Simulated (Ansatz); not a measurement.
Total energies of CH$_{6}$F$_{2}$Si$_{2}$, SMILES `FC[SiH2][SiH2]F`.

Cartesian coordinates in Å:
```
F 1.1182 -1.0105 -1.6814
C 0.1159 -0.0471 -1.7231
Si 0.0650 0.9047 -0.0787
Si -0.1708 -0.5897 1.7117
F -1.4932 -1.4724 1.4689
H -0.8368 -0.5518 -1.9129
H 0.3186 0.6201 -2.5670
H 1.3206 1.6853 0.0955
H -1.0862 1.8487 -0.1329
H -0.3356 0.1292 3.0025
H 0.9841 -1.5165 1.8174
```

The species carries charge 0 and has multiplicity 1. All single points use the PBE0-D4/def2-TZVP geometry. It is one conformer, not always the lowest. Basis def2-TZVPP, Ansatz 0.2.0.

RPA on PBE orbitals: Hartree–Fock energy of these orbitals -818.20714 Eh, correlation -1.51598 Eh (frozen core).

| functional | energy without D4 (Eh) | D4 term (kJ/mol) |
| --- | --- | --- |
| r2SCANh | -820.37625 | -5.7 |
| B2PLYP | -820.16685 | – |

(1) Give the same for LDA (SPW92), PBE, revPBE, BLYP, r2SCAN, B97M-V, PBE0, B3LYP, r2SCAN0, HSE06 (plane-wave form), BHLYP, CAM-B3LYP, LC-ωPBE, ωB97X-V, ωB97M-V, PBE-QIDH. (An estimate is asked.)

B3LYP takes the VWN-RPA correlation (the form of Gaussian; ORCA's B3LYP/G). HSE06 is the plane-wave form, built on full-range PBE exchange. The double hybrids freeze the cores in their second-order part.

Results:

(1) Ansatz gave: 
```json
{"functional": "LDA (SPW92)", "energy without D4 (Eh)": "-816.55822", "D4 term (kJ/mol)": "–"}
{"functional": "PBE", "energy without D4 (Eh)": "-820.00097", "D4 term (kJ/mol)": "-21.5"}
{"functional": "revPBE", "energy without D4 (Eh)": "-820.34748", "D4 term (kJ/mol)": "-61.3"}
{"functional": "BLYP", "energy without D4 (Eh)": "-820.50515", "D4 term (kJ/mol)": "-46.5"}
{"functional": "r2SCAN", "energy without D4 (Eh)": "-820.39178", "D4 term (kJ/mol)": "-5.4"}
{"functional": "B97M-V", "energy without D4 (Eh)": "-820.33247", "D4 term (kJ/mol)": "–"}
{"functional": "PBE0", "energy without D4 (Eh)": "-820.06674", "D4 term (kJ/mol)": "-18.3"}
{"functional": "B3LYP", "energy without D4 (Eh)": "-820.60314", "D4 term (kJ/mol)": "-34.7"}
{"functional": "r2SCAN0", "energy without D4 (Eh)": "-820.35434", "D4 term (kJ/mol)": "-6.3"}
{"functional": "HSE06 (plane-wave form)", "energy without D4 (Eh)": "-820.04273", "D4 term (kJ/mol)": "-17.2"}
{"functional": "BHLYP", "energy without D4 (Eh)": "-820.45811", "D4 term (kJ/mol)": "-27.7"}
{"functional": "CAM-B3LYP", "energy without D4 (Eh)": "-820.49985", "D4 term (kJ/mol)": "-18.8"}
{"functional": "LC-ωPBE", "energy without D4 (Eh)": "-820.24178", "D4 term (kJ/mol)": "–"}
{"functional": "ωB97X-V", "energy without D4 (Eh)": "-820.38521", "D4 term (kJ/mol)": "–"}
{"functional": "ωB97M-V", "energy without D4 (Eh)": "-820.43032", "D4 term (kJ/mol)": "–"}
{"functional": "PBE-QIDH", "energy without D4 (Eh)": "-819.86809", "D4 term (kJ/mol)": "–"}
```

LC-ωPBE has ω = 0.4 bohr⁻¹.
